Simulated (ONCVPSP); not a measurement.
## Potentials for As compared

Generated with ld1.x 7.5 (TM, RRKJ, ultrasoft, PAW), atompaw 4.2 or ONCVPSP 4.0.1. The cutoff is in Ry: for ld1.x and atompaw files where the sum of valence levels is converged to 10 mRy in a Bessel basis, for ONCV files where the hardest occupied wave has 1 mHa per electron of residual kinetic energy. The error is the largest all-electron minus pseudo excitation energy over each file’s own four to seven test configurations (ionisations up to +4, promotions, holes and added fractions of an electron), all of which were solved. The labels leave out finer settings (local radius, basis sizes, second energies), which also bear on the numbers. Spin-polarised tests are not counted. The rows are a selection from randomly drawn settings: files with unsolved tests, undetermined cutoffs or missed reference levels are left out.

A true bound ghost makes a file unfit for plane-wave use even where its test errors are small: the radial tests pick states by their node count and pass the ghost by.

| potential | cutoff (Ry) | largest error (meV) | bound ghosts |
| --- | --- | --- | --- |
| ONCV, PBE, scalar-relativistic, rc 1.65/1.75/0.75 (spd), local smoothed, core correction yes, reference 3d10 4s1 4p4, qcut 3.7/4.2/21.3, projectors 1/2/2 | 354 | -5.8 | s |
| ONCV, LDA (Perdew-Wang 92), fully relativistic, rc 1.40/1.50/0.60 (spd), local smoothed, core correction no, reference 3d10 4s2 4p3, qcut 3.9/5.3/15.4, projectors 2/1/1 | 975 | +14 | s, p3/2, p1/2 |
| ONCV, PBE, fully relativistic, rc 1.15/1.20/0.65 (spd), local smoothed, core correction yes, reference 3s2 3p6 3d10 4s2 4p3, qcut 7.9/14.3/18.8, projectors 2/2/2 | 334 | +25 | none |
| ONCV, PBE, scalar-relativistic, rc 1.65/1.65/1.80 (spd), local smoothed, core correction yes, reference 4s2 4p3, qcut 4.9/4.4/5.9, projectors 3/3/1 | 20 | -125 | s, p |
| ONCV, PBE, scalar-relativistic, rc 0.95/0.85/1.25 (spd), local smoothed, core correction no, reference 3s2 3p6 3d10 4s2 4p2.5, qcut 15.1/13.9/11.4, projectors 2/2/2 | 149 | -362 | none |
| ONCV, PBE, scalar-relativistic, rc 1.60/1.65/1.00 (spd), local d, core correction yes, reference 3d10 4s2 4p3, qcut 3.7/4/18.7, projectors 2/1/0 | 258 | -12 | s, p |
| ONCV, PBE, scalar-relativistic, rc 1.10/1.05/1.25/1.30 (spdf), local smoothed, core correction yes, reference 3s2 3p6 3d10 4s2 4p2.5, qcut 14.3/16.7/13.2/8.9, projectors 3/2/1/2 | 144 | -468 | none |

Question: Fill in the row for As: ONCV, LDA (Perdew-Wang 92), scalar-relativistic, rc 1.75/1.40/0.75 (spd), local smoothed, core correction yes, reference 3d10 4s2 4p3, qcut 2.9/5.4/22.8, projectors 2/2/2.

Answer: cutoff 402 Ry, largest error -18 meV, bound ghosts: s, p.
